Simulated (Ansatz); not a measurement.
Input file for Ansatz (a quantum-chemistry and plane-wave program): R-CCSD(T)/aug-cc-pV(D+d)Z on HCl (SMILES Cl) with ghost functions, monomers drawn apart or pushed together. Files ending in .json are basis or fitting sets from the Basis Set Exchange.

Ansatz 0.2 input:
```yaml
crystal:
  periodic: [false, false, false]
  atoms:
    - {symbol: Cl, position_ang: [-0.11766468, 0.53798936, -0.46653399]}
    - {symbol: H, position_ang: [-0.12369245, 0.34362504, 0.81057930]}
basis:
  gaussian:
    orbitals: aug-cc-pV_D+d_Z.json
    ghost_atoms:
      - {symbol: C, position_ang: [-0.55122588, -0.38416351, 2.79827622]}
      - {symbol: C, position_ang: [0.29502352, 0.45392993, 2.92536671]}
      - {symbol: H, position_ang: [-1.30256314, -1.12894456, 2.68986425]}
      - {symbol: H, position_ang: [1.04637789, 1.19743060, 3.04213425]}
magnetization: {spin_polarized: false}
correlation: {method: ccsd_t, electrons: outside_noble_gas}
scf: {lower_state_search: off}
```

The log:

```
WARN ansatz: RAYON_NUM_THREADS=2 ignored (pool sized by the plan → 2); use --threads N
Functional definition: HF
these checks for a lower state are left out or cut short: stability, starts, cluster_reference, orbital_swaps, neighbouring_geometries, increment
integrals: 0.12 GiB planned
808 factors; integrals over basis functions are off by at most 5.8e-4 eV
mean field: 0.17 GiB planned
mean field evaluation 1: about -12519.4086 eV, gradient 1.0e1 eV
mean field evaluation 2: about -12519.4089 eV, gradient 1.0e1 eV
mean field evaluation 4: about -12519.8060 eV, gradient 1.1e0 eV
mean field evaluation 8: about -12519.8131 eV, gradient 1.6e-5 eV
mean field -12519.81311141 eV, -460.0946456101 hartree, gradient 5.9e-7 eV, S^2 0.000000; 0 other end points of the search recorded, 0 dependent functions left out
5 core orbitals not correlated
reference -12519.81311141 eV, -460.0946456101 hartree; 4, 4 occupied and 96, 96 virtual orbitals, 808 factors
second order -4.44641511 eV of doubles, -0.00000000 eV of singles
coupled cluster: 0.41 GiB planned
cycle   1  -4.82484541 eV  change   -3.8e-1 eV  update   3.8e-2
cycle   2  -4.93021873 eV  change   -1.1e-1 eV  update   1.2e-2
cycle   3  -4.93877336 eV  change   -8.6e-3 eV  update   2.9e-3
cycle   4  -4.93858394 eV  change    1.9e-4 eV  update   6.7e-4
cycle   5  -4.93836800 eV  change    2.2e-4 eV  update   1.5e-4
cycle   6  -4.93833493 eV  change    3.3e-5 eV  update   4.9e-5
cycle   7  -4.93833788 eV  change   -3.0e-6 eV  update   1.5e-5
cycle   8  -4.93833941 eV  change   -1.5e-6 eV  update   4.6e-6
perturbative correction -0.12327992 eV, -0.0045304536 hartree
Total energy: -12524.87473074 eV, -460.2806566896 hartree
Checks for a lower state left out: stability, starts, cluster_reference, orbital_swaps, neighbouring_geometries, increment
```

The calculation finished and met its thresholds.

Cost: roughly 2.5 core-seconds.
